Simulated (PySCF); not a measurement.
Ga(H)(F)(Et) (C₂H₆FGa), SMILES C[CH2][GaH][F]. Atoms are numbered in the order given.

```xyz
10

Ga    -0.3218    -0.4715     0.0000
H     -1.8703    -0.7785     0.0000
F      0.6632    -1.9580     0.0000
C      0.7339     1.1989     0.0000
C     -0.0760     2.4996     0.0000
H      1.4062     1.1339    -0.8834
H      1.4062     1.1339     0.8834
H     -0.7321     2.5821     0.8910
H     -0.7321     2.5821    -0.8910
H      0.5832     3.3935     0.0000
```

Coordinates come from a PBE-D3(BJ)/def2-SVP optimisation. The structure was generated by enumeration; whether it is a known compound was not checked. The values are those of a single conformer.

Two levels are set side by side: PBE/pcSseg-1 (PySCF) and KT2/pcSseg-1 (PySCF). GIAO shifts against CFCl3 (¹⁹F), TMS (¹H), TMS (¹³C) at the same level; non-relativistic, no solvent, atoms listed together averaged. Differences are taken from unrounded values.

```json
[
 {"quantity": "δ(¹H) of H2 (ppm)", "PBE": "6.56"},
 {"quantity": "δ(¹⁹F) of F3 (ppm)", "PBE": "-90.1"},
 {"quantity": "δ(¹³C) of C4 (ppm)", "PBE": "20.1"},
 {"quantity": "δ(¹³C) of C5 (ppm)", "PBE": "14.2"},
 {"quantity": "δ(¹H) of H6, H7 (ppm)", "PBE": "1.55"}
]
```

### Question
These are the PBE values. What does KT2 give? (Estimate from the structure and the level; the computed values follow.)

### Answer

```json
[
 {"quantity": "δ(¹H) of H2 (ppm)", "KT2": "6.48", "PBE minus KT2": "0.07"},
 {"quantity": "δ(¹⁹F) of F3 (ppm)", "KT2": "-98.7", "PBE minus KT2": "8.6"},
 {"quantity": "δ(¹³C) of C4 (ppm)", "KT2": "19.7", "PBE minus KT2": "0.3"},
 {"quantity": "δ(¹³C) of C5 (ppm)", "KT2": "14.5", "PBE minus KT2": "-0.2"},
 {"quantity": "δ(¹H) of H6, H7 (ppm)", "KT2": "1.57", "PBE minus KT2": "-0.01"}
]
```

Rough cost on one machine, each run with all the roots and properties that it gave: KT2 against PBE within a factor of 2.
